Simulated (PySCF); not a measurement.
Core-level binding energies of `[CH3][GaH-]1[Cl+][GaH2-][Cl+]1`

Species: CH6Cl2Ga2.
Atom-mapped SMILES: `[CH3:1][GaH-:2]1[Cl+:3][GaH2-:4][Cl+:5]1`

Geometry (PBE0-D3(BJ)/def2-SVP, Å), atoms numbered from 1 in this order:
```
atom  x, y, z in Å
C1    -1.9699   -0.6731   -0.2114
Ga2   -0.7917    0.8364    0.1514
Cl3    0.8130    0.0486    1.7412
Ga4    2.4827   -0.0307    0.0644
Cl5    0.9169    0.7749   -1.5204
H6    -2.6384   -0.4461   -1.0556
H7    -2.5890   -0.8956    0.6710
H8    -1.3753   -1.5636   -0.4596
H9    -0.9886    2.3459    0.4726
H10    2.6945   -1.5366   -0.2608
H11    3.4565    1.1453    0.3554
```

Theory: delta-SCF UKS SCAN, pcX-2 on the ionised atom, pcseg-1 elsewhere, spin-free X2C in PySCF. Binding energies are ΔSCF values: E(core-ionised, relaxed orbitals) − E(ground state) at a fixed geometry, referred to the vacuum level.

Question: List the computed XPS lines with their assignment.

Answer: 
| atom(s) | environment | level | binding energy (eV) | 2p1/2 (eV) | count |
| --- | --- | --- | --- | --- | --- |
| Cl3/Cl5 | chlorine bonded to 2 Ga | Cl 1s | 2828.34 | – | 2 |
| C1 | methyl carbon | C 1s | 290.26 | – | 1 |
| Cl3/Cl5 | chlorine bonded to 2 Ga | Cl 2p3/2 | 205.72 | 207.37 | 2 |

Question: Which effective nuclear charge Zeff reproduces each element's mean 1s value in the hydrogen-like formula E = 13.606 eV × Zeff²?

Answer: C (Z = 6): mean 290.3 eV, Zeff = 4.62, Z − Zeff = 1.38; Cl (Z = 17): mean 2828.3 eV, Zeff = 14.42, Z − Zeff = 2.58. Means run over the listed sites, weighted by atom count.

Question: Give the binding energy of C 1s of C1 in hartree and in kJ/mol.

Answer: 290.26 eV = 10.6669 Eh = 28006 kJ/mol.

Topologically equivalent atoms share the value of their first member; where this conformer doesn't relate them by symmetry, their own values could differ. The 2p values add to the ΔSCF energy of one spin-free hole a correction within the shell (spin–orbit coupling, ligand field). 2p1/2 minus 2p3/2 (ligand field included): Cl 1.65 eV. No level of gallium is listed. Isolated species at its PBE0-D3(BJ)/def2-SVP geometry, gas phase.

The run took 20 s on Arm Neoverse V1, one thread, no GPU, on a shared host.
